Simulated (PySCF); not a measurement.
One molecule, many functionals

Species: C2H7GeNO.
Cartesian coordinates in Å at the PBE0-D3(BJ)/def2-SVP level; atoms count from 1:
```xyz
12
C2H7GeNO angstrom
C     -1.6419    0.3082    0.7467
C     -0.9148   -0.8639    0.1502
O     -1.4502   -1.9166   -0.0987
Ge     1.0526   -0.6752   -0.2125
N      1.4595    1.1202   -0.3101
H     -1.2655    0.4779    1.7696
H     -1.4141    1.2283    0.1870
H     -2.7230    0.1122    0.7757
H      1.8473   -1.2385    0.9807
H      1.3746   -1.4799   -1.4901
H      1.3204    1.5428   -1.2241
H      2.3941    1.3591    0.0103
```

Linear-response calculations in the def2-SVPD basis (PySCF; singlets by full response, triplets Tamm–Dancoff, core orbitals frozen in the response; HF means time-dependent Hartree–Fock). 'Strongest' is the level of largest summed f among the singlets computed (10 roots, of which the last may lack a degenerate partner); it can jump between rows when another state enters that window. S1 is the lowest singlet of each run and needn't be the same state throughout; f(S1) is that of one state. Isolated species at its PBE0-D3(BJ)/def2-SVP geometry (one conformer only). Relativistic effects, spin–orbit coupling among them, are left out although an element past zinc is present.

| functional | kind | S1 (eV) | f(S1) | strongest (eV) | T1 (eV) | HOMO (eV) | gap (eV) | ionisation energy, ΔSCF (eV) |
| --- | --- | --- | --- | --- | --- | --- | --- | --- |
| LDA | LDA | 3.30 | 0.001 | 6.29 | 2.80 | -5.46 | 3.03 | 8.48 |
| PBE | GGA | 3.35 | 0.001 | 6.39 | 2.76 | -5.33 | 3.11 | 8.32 |
| B3LYP | global hybrid, 20% exact exchange | 3.54 | 0.001 | 6.66 | 2.93 | -6.50 | 5.14 | 8.70 |
| PBE0 | global hybrid, 25% exact exchange | 3.56 | 0.001 | 6.90 | 2.89 | -6.70 | 5.60 | 8.69 |
| BHandHLYP | global hybrid, 50% exact exchange | 3.72 | 0.001 | 7.61 | 3.09 | -8.05 | 8.09 | 8.84 |
| CAM-B3LYP | range-separated hybrid | 3.60 | 0.001 | 7.26 | 2.98 | -8.09 | 8.16 | 8.90 |
| wB97X-D | range-separated hybrid | 3.59 | 0.001 | 7.41 | 3.00 | -8.55 | 9.30 | 8.83 |
| LC-wPBE | range-separated hybrid | 3.60 | 0.001 | 7.90 | 2.92 | -9.32 | 10.62 | 9.00 |
| HF | Hartree–Fock | 3.99 | 0.002 | 8.85 | 3.31 | -10.13 | 12.13 | not settled |

S1 runs from 3.30 eV (LDA) to 3.99 eV (HF), a spread of 0.69 eV, while the orbital gap spreads over 9.1 eV. Along PBE (0%), B3LYP (20%), PBE0 (25%), BHandHLYP (50%), HF (100%) S1 rises with the share of exact exchange. −ε(HOMO) comes closest to its own ΔSCF ionisation energy with wB97X-D (-0.28 eV) and misses most with LDA (-3.02 eV). 'Not settled' means that the ion's SCF failed to converge or may have ended in another state than the lowest.
